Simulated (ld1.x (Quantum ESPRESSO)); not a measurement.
# magnesium: variants of one TM potential

Base potential:

Mg, norm-conserving Troullier–Martins (Kleinman–Bylander form), made with ld1.x (Quantum ESPRESSO) 7.5 (PBE, scalar-relativistic). Core [Ne], reference 3s2 3p0. Waves: 3s (bound): rc 2.30 bohr; 3p (bound, empty): rc 2.55 bohr. Local part: all-electron potential smoothed inside 1.85 bohr (lloc = -2). Core correction: a·sin(br)/r model core, default radius (core density twice the valence density).

All-electron outer shells of the reference configuration (PBE, scalar-relativistic, ld1.x):

```json
{"shell": "2s", "level (eV)": "-79.85", "outermost node (bohr)": "0.18", "outermost maximum (bohr)": "0.54"}
{"shell": "2p", "level (eV)": "-46.61", "outermost node (bohr)": "–", "outermost maximum (bohr)": "0.48"}
{"shell": "3s", "level (eV)": "-4.70", "outermost node (bohr)": "0.90", "outermost maximum (bohr)": "2.56"}
{"shell": "3p", "level (eV)": "-1.33", "outermost node (bohr)": "0.96", "outermost maximum (bohr)": "3.46"}
```

Cutoffs, loose and tight: the cutoffs (Ry, on a coarse ladder) from which the occupation-weighted sum of valence levels, in a spherical-Bessel basis at the reference potential, stays within 10 and 1 mRy of its value at 400 Ry. They do not see the model core or the augmentation charge, which bear on the density cutoff. Test errors are all-electron minus pseudo excitation energies from the reference, over the configurations 3s1 3p0; 3s1.5 3p0; 3s1 3p1; 3s0 3p1; 3s0 3p2. A dash means not determined; rows that change the core or the reference have their own tests.

```tsv
change	outcome	cutoff, loose	cutoff, tight	bound ghosts	largest test error (meV)
base	generated	6 Ry	18 Ry	none	+17
wave 3s (bound): rc 2.30 bohr becomes 3s (bound): rc 1.48 bohr	generated	35 Ry	55 Ry	none	+16
wave 3s (bound): rc 2.30 bohr becomes 3s (bound): rc 1.84 bohr	generated	6 Ry	21 Ry	none	+17
wave 3s (bound): rc 2.30 bohr becomes 3s (bound): rc 2.18 bohr	generated	6 Ry	18 Ry	none	+18
wave 3s (bound): rc 2.30 bohr becomes 3s (bound): rc 2.46 bohr	generated	6 Ry	18 Ry	none	+14
wave 3s (bound): rc 2.30 bohr becomes 3s (bound): rc 2.76 bohr	generated	6 Ry	15 Ry	none	-10
```

Problem. What comes out with this change to the base: wave 3s (bound): rc 2.30 bohr becomes 3s (bound): rc 3.04 bohr?

Solution. outcome: generated; cutoff, loose: 6 Ry; cutoff, tight: 10 Ry; bound ghosts: none; largest test error (meV): -32.

Problem. What comes out with this change to the base: wave 3s (bound): rc 2.30 bohr becomes 3s (bound): rc 3.46 bohr?

Solution. outcome: generated; cutoff, loose: 6 Ry; cutoff, tight: 6 Ry; bound ghosts: none; largest test error (meV): -81.

Reading the sweep of the s radius (base included, trends over the rows without a ghost): The loose cutoff falls from 35 Ry at 1.48 to 6 Ry at 3.46 bohr. A larger radius leaves more room for a smooth pseudo-wave, so fewer plane waves are needed; a smaller one forces it to follow the all-electron wave where it bends sharply. The median size of the test errors (rows with all tests solved) is not monotonic: lowest 1.9 meV at 2.76 bohr, highest 14.5 meV at 3.46 bohr.
